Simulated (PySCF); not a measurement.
Start geometry of `CC[Se](=O)(=O)[C@@H](F)OC` from GFN2-xTB (Å):
```
atom  x, y, z in Å
C1    -2.954   -0.185    0.013
C2    -1.514    0.288    0.052
Se3   -0.482   -1.111   -0.833
O4    -0.603   -2.478   -0.057
O5    -0.887   -1.231   -2.352
C6     1.399   -0.499   -0.640
F7     1.615    0.562   -1.471
O8     1.486   -0.138    0.661
C9     2.816    0.016    1.153
H10   -3.044   -1.138    0.536
H11   -3.264   -0.334   -1.023
H12   -3.614    0.542    0.481
H13   -1.354    1.204   -0.513
H14   -1.116    0.379    1.061
H15    2.086   -1.304   -0.953
H16    3.341    0.804    0.609
H17    3.365   -0.926    1.066
H18    2.716    0.291    2.200
```

**Question.** What comes out of this run: PySCF, PBE0-D3(BJ)/def2-SVP geometry optimisation, gas phase?

**Answer.** 
```
atom  x, y, z in Å
C1    -2.9850   -0.3642   -0.0138
C2    -1.5393    0.0872   -0.0043
Se3   -0.4429   -1.2477   -0.8728
O4    -0.4247   -2.5921    0.0119
O5    -0.8169   -1.2882   -2.4370
C6     1.3568   -0.4343   -0.6895
F7     1.3840    0.7034   -1.4364
O8     1.5125   -0.1814    0.6257
C9     2.8394    0.0788    1.0450
H10   -3.1008   -1.3133    0.5292
H11   -3.3414   -0.5073   -1.0443
H12   -3.6189    0.3928    0.4709
H13   -1.3628    1.0083   -0.5791
H14   -1.1118    0.1931    1.0028
H15    2.0902   -1.1503   -1.1080
H16    3.2355    0.9875    0.5651
H17    3.4960   -0.7775    0.8140
H18    2.8079    0.2249    2.1312
```

The energy falls by 4.1 kcal/mol over 7 energy and gradient evaluations, the largest force component goes from 0.0344 to 3.8e-04 Eh/bohr, and the atoms move by 0.110 Å rms after alignment. Among the bonds, Se3=O4 and Se3=O5 change most and about equally (+0.032 to +0.033 Å). Bonds longer at the end by more than 0.005 Å: 10 of 17; shorter: 3. Among the angles that change most is O4–Se3–O5, from 112.9° to 121.1°. Among the dihedrals that turn most is O4–Se3–C6–O8, from -71° to -60°. Rotational constants go from 1935, 857.8, 801.7 to 1886, 847.5, 814.9 MHz. The orientation of the end geometry is arbitrary; only internal coordinates are fixed.

The run used 189 basis functions and 52 SCF cycles in all. The run took 4.1 min on an Arm Neoverse N1 with one thread (shared host).

No frequency check. One conformer, not necessarily the lowest.
